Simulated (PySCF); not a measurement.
Static response to an electric field

C2H9N2PSi2.
Numbering: `[CH3:1][NH:2][SiH2:3][PH:4][SiH2:5][C:6]#[N:7]` (hydrogens: H8, H9, H10 on C1; H11 on N2; H12, H13 on Si3; H14 on P4; H15, H16 on Si5)

Structure used (GFN2-xTB), in Å, numbered top down from 1:
```xyz
16
C2H9N2PSi2 angstrom
C     -3.1492    0.4982   -0.3732
N     -1.9163   -0.2003   -0.6431
Si    -0.4029    0.2827   -0.0109
P      1.0194   -1.2131   -0.8905
Si     2.8373   -0.7654    0.3031
C      3.4189    0.9197   -0.2484
N      3.7606    1.9561   -0.5960
H     -3.3330    1.3071   -1.0868
H     -3.0934    0.9310    0.6223
H     -3.9909   -0.1955   -0.4102
H     -1.9393   -0.6867   -1.5282
H     -0.5155    0.2110    1.4524
H      0.1055    1.6133   -0.3786
H      0.6339   -2.2731   -0.0956
H      3.8903   -1.7214   -0.0450
H      2.6671   -0.6546    1.7566
```

Level: PBE0/def2-SVPD (PySCF), static field, nuclei fixed, core orbitals frozen in the response. The polarisability tensor in these axes (au):

```
x   142.12  -1.15   3.77
y    -1.15 111.63   0.91
z     3.77   0.91  95.69
```

Question: Give the principal values, the mean and the anisotropy Δα = √{½[(α1 − α2)² + (α2 − α3)² + (α1 − α3)²]}.

Answer: Principal values 95.33, 111.65 and 142.46 au; mean 116.48 au = 17.26 Å³ = 19.20 × 10⁻⁴⁰ C²·m²/J; Δα = 41.46 au (36 % of the mean).

Question: What is the dipole moment, and where does it point?

Answer: (-3.04, -2.91, 0.80) D, 4.28 D in size, pointing from the negative to the positive side. Measured along this direction, the outermost atoms are N7 at the negative end and H10 at the positive end.

Question: Sum over states: ᾱ = Σ f/ω², ω in Eh. What share falls to these 6 lowest TDDFT singlets (eV, f)? 5.44, 0.0054; 5.61, 0.0016; 5.83, 0.0018; 5.94, 0.0092; 5.98, 0.0311; 6.05, 0.0088.

Answer: They add up to 1.23 au, 1.1 % of the 116.48 au; the largest single term is 0.64 au, from the state at 5.98 eV. Terms in order: 0.13, 0.04, 0.04, 0.19, 0.64, 0.18 au. Higher excitations give the rest. The strengths listed sum to 0.058.

Question: Give the principal axes and the span of the nuclei along them.

Answer: Largest value along (1.00, -0.03, 0.08), where the nuclei span 7.93 Å; middle along (0.03, 1.00, 0.06), 4.28 Å; least along (-0.08, -0.06, 0.99), 2.89 Å. The response follows the extents in order.

Question: Rayleigh depolarisation ratio (linearly polarised light, static tensor)?

Answer: ρ = 3Δα²/(45ᾱ² + 4Δα²) = 5155.7/(610527 + 6874.3) = 0.00835.

Question: In a dilute gas of rigid molecules at 273 K, how does the orientational term μ²/3kT compare with the electronic polarisability?

Answer: In Gaussian units μ²/3kT = 162.32 Å³ against 17.26 Å³, a ratio of 9.40; the Debye molar polarisation (4π/3)N_A(α + μ²/3kT) is 453.0 cm³/mol, leaving out the vibrational part.

The structure is a single GFN2-xTB conformer in the gas phase; no vibrational or solvent corrections.

The run behind these numbers computed excited states as well. The run took 43 s wall (with the writing of density and orbital grids) on an Intel Xeon Platinum 8488C with one thread, no GPU (shared host), and the process peaked at 0.88 GiB of memory.
